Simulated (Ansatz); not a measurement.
Relaxation of AsH9SiSn (12 atoms, charge 0, multiplicity 1), to a largest force component of 0.03 eV/Å in at most 50 steps.

The calculation used UKS PBE0-D4/def2-SVP in Ansatz 0.2.0.

```xyz
12
Properties=species:S:1:pos:R:3:forces:R:3
Sn -1.698 -0.855 -0.126 -0.35 0.24 0.00
Si 1.170 1.627 0.155 0.18 1.08 -0.20
H -3.117 -1.692 -0.605 0.02 -0.04 0.00
H -1.950 -0.199 1.438 0.02 -0.06 0.03
H -1.484 0.471 -1.195 0.05 -0.05 -0.04
H 0.929 0.210 0.360 -0.05 -0.48 0.20
As 0.311 -2.490 -0.141 0.21 -0.44 -0.08
H -0.027 2.434 0.567 0.12 -0.09 -0.02
H 1.446 1.863 -1.302 -0.03 -0.02 0.14
H 2.355 2.065 0.960 -0.05 -0.03 -0.04
H 0.987 -1.799 1.040 -0.06 -0.04 -0.05
H 1.077 -1.636 -1.151 -0.05 -0.06 0.06
```

Task: Where does it end, and by what steps?

Result: The run converged. The force dipped under the threshold on the way, but the program's further checks kept it going. After 17 steps the energy has fallen by 0.175 eV; H12 moved furthest, 1.09 Å.

```
step  energy less start (eV)  largest force component (eV/Å)  accepted
   0                  0.0000                           1.085       yes
   1                 -0.0982                           0.405       yes
   2                 -0.1314                           0.248       yes
   3                 -0.1279                           0.666        no
   4                 -0.1438                           0.082       yes
   5                 -0.1498                           0.035       yes
   6                 -0.1293                           0.239        no
   7                 -0.1531                           0.012       yes
   8                 -0.1566                           0.052       yes
   9                 -0.1578                           0.121       yes
  10                 -0.1603                           0.170       yes
  11                 -0.1671                           0.029       yes
  12                 -0.1692                           0.152       yes
  13                 -0.1694                           0.157       yes
  14                 -0.1738                           0.026       yes
  15                 -0.1746                           0.061       yes
  16                 -0.1750                           0.053       yes
  17                 -0.1754                           0.026       yes
```

```xyz
12
Properties=species:S:1:pos:R:3
Sn -1.759 -1.006 -0.119
Si 1.320 2.028 0.258
H -3.107 -1.624 -0.978
H -2.247 -0.589 1.470
H -1.188 0.400 -0.921
H 1.326 0.685 0.913
As 0.070 -2.869 0.022
H 0.070 2.756 0.626
H 1.388 1.860 -1.223
H 2.506 2.806 0.728
H 1.080 -1.893 0.623
H 0.539 -2.555 -1.398
```

Whether the end is a true minimum wasn't checked by a vibrational analysis.

The run took 110 s on 4 threads of Arm Neoverse N1, with other jobs on the host, peak memory 0.5 GiB.
